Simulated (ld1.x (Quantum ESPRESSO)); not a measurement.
## Cd (Z = 48), PAW: configuration errors across variants

* Element: Cd
* Generator: ld1.x (Quantum ESPRESSO) 7.5
* Type: PAW
* Functional: PBE
* Relativity: scalar-relativistic
* Frozen core: [Kr]
* Valence charge: 12
* Reference configuration: 4d10 5s1 5p0 (charge +1)
* Partial waves: 5s (bound): rcut 1.70, rcutus 2.10 bohr; 5s channel at -0.1 Ry: rcut 1.70, rcutus 2.10 bohr; 5p (bound, empty): rcut 2.40, rcutus 3.05 bohr; 5p channel at 1.35 Ry: rcut 2.40, rcutus 3.05 bohr; 4d (bound): rcut 0.90, rcutus 1.25 bohr; 4d channel at 0.95 Ry: rcut 0.90, rcutus 1.25 bohr
* Local potential: all-electron potential smoothed inside 2.05 bohr (lloc = -2)
* Core correction: Bessel-smoothed model core inside 0.85 bohr
* Augmentation charge: PSQ, inside the norm-conserving radii

All-electron excitation energies from the reference (eV): (1) 4d10 5s2 5p0 -9.272; (2) 4d10 5s0 5p0 17.126; (3) 4d9 5s0 5p0 55.135; (4) 4d9 5s2 5p0 8.703; (5) 4d9 5s2 5p1 3.374; (6) 4d10 5s0 5p2 0.398; (7) 4d10 5s1 5p1 -4.607.

Errors AE − PS in meV (a dash: test not solved or not reliable):

```csv
change,(1),(2),(3),(4),(5),(6),(7),bound ghosts
base,+0.9,-4.9,-128,-70,-68,+0.3,+0.9,none
"wave 4d channel at 0.95 Ry: rcut 0.90, rcutus 1.25 bohr becomes 4d channel at -1.32 Ry: rcut 0.90, rcutus 1.25 bohr",+0.9,-4.8,-127,-70,-69,+0.3,+0.9,none
"wave 4d channel at 0.95 Ry: rcut 0.90, rcutus 1.25 bohr becomes 4d channel at -1.19 Ry: rcut 0.90, rcutus 1.25 bohr",+0.9,-4.8,-125,-70,-69,+0.3,+1.0,none
"wave 4d channel at 0.95 Ry: rcut 0.90, rcutus 1.25 bohr becomes 4d channel at -1.09 Ry: rcut 0.90, rcutus 1.25 bohr",+0.9,-4.8,-130,-72,-70,+0.3,+0.9,none
"wave 4d channel at 0.95 Ry: rcut 0.90, rcutus 1.25 bohr becomes 4d channel at -0.73 Ry: rcut 0.90, rcutus 1.25 bohr",+0.9,-4.7,-126,-68,-67,+0.3,+0.9,none
"wave 4d channel at 0.95 Ry: rcut 0.90, rcutus 1.25 bohr becomes 4d channel at -0.25 Ry: rcut 0.90, rcutus 1.25 bohr",+0.9,-4.8,-129,-71,-69,+0.3,+0.9,none
"wave 4d channel at 0.95 Ry: rcut 0.90, rcutus 1.25 bohr becomes 4d channel at 0.45 Ry: rcut 0.90, rcutus 1.25 bohr",+0.9,-4.9,-129,-70,-68,+0.3,+0.9,none
"wave 4d channel at 0.95 Ry: rcut 0.90, rcutus 1.25 bohr becomes 4d channel at 1.22 Ry: rcut 0.90, rcutus 1.25 bohr",+0.9,-4.9,-128,-70,-68,+0.3,+0.9,none
"wave 4d channel at 0.95 Ry: rcut 0.90, rcutus 1.25 bohr becomes 4d channel at 2.71 Ry: rcut 0.90, rcutus 1.25 bohr",+0.9,-4.9,-128,-69,-67,+0.3,+0.9,none
"wave 4d channel at 0.95 Ry: rcut 0.90, rcutus 1.25 bohr becomes 4d channel at 4.93 Ry: rcut 0.90, rcutus 1.25 bohr",+0.9,-4.9,-129,-69,-66,+0.3,+0.9,none
```

Q: Give the same row for: wave 4d channel at 0.95 Ry: rcut 0.90, rcutus 1.25 bohr becomes 4d channel at -1.38 Ry: rcut 0.90, rcutus 1.25 bohr.

A: +0.9, -4.8, -126, -70, -68, +0.3, +0.9; bound ghosts: none.
